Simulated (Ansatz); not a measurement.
Gas-phase electronic energies from Ansatz, PBE0-D4/def2-TZVP geometries. CCSD(T)/CBS adds triple-zeta CCSD(T) − MP2 to the extrapolated MP2 energy (def2 sets, frozen cores). This one scheme is used for every species. DFT in def2-TZVPP. One conformer a species, not always the lowest.

`CC(F)[SiH2][SiH3]` + H₂ → `CC[SiH2][SiH3]` + H–F  (hydrogenolysis of a C–F bond)

CCSD(T)/CBS gives -114.7 kJ/mol.

(1) Another level gave -113.0 kJ/mol. Which?
A. CCSD(T)/def2-TZVPP
B. ωB97M-V/def2-TZVPP
C. MP2/def2-TZVPP
D. r2SCAN/def2-TZVPP

Largest T1 diagnostic among the species: 0.012.

Results:

(1) A. CCSD(T)/def2-TZVPP -113.0, r2SCAN -99.4, ωB97M-V -103.5, MP2/def2-TZVPP -120.7 kJ/mol.

From PBE to PBE0 (25 % exact exchange), in def2-TZVPP and without D4, ΔE moves by −9.6 kJ/mol.
